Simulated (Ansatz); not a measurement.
Cartesian coordinates in Å:
```
O -1.005 -0.795 0.738
C -0.202 -0.268 -0.292
B 0.798 0.825 0.197
F 0.854 1.189 1.462
H -1.591 -1.457 0.367
H -0.800 0.189 -1.101
H 0.401 -1.045 -0.797
H 1.545 1.362 -0.574
```

The species carries charge 0 and has multiplicity 1.

List the CAM-B3LYP/def2-TZVPP orbital energies in eV (Ansatz). (Best estimate.)

Computed: Occupied: -673.84, -522.60, -279.85, -186.99, -35.26, -30.25, -21.19, -17.08, -16.39, -14.81, -14.70, -14.08, -13.94, -11.73, -10.30, -9.69. Lowest empty: 0.61, 1.41, 2.35, 2.80, 3.36, 3.67, 5.25, 5.42.
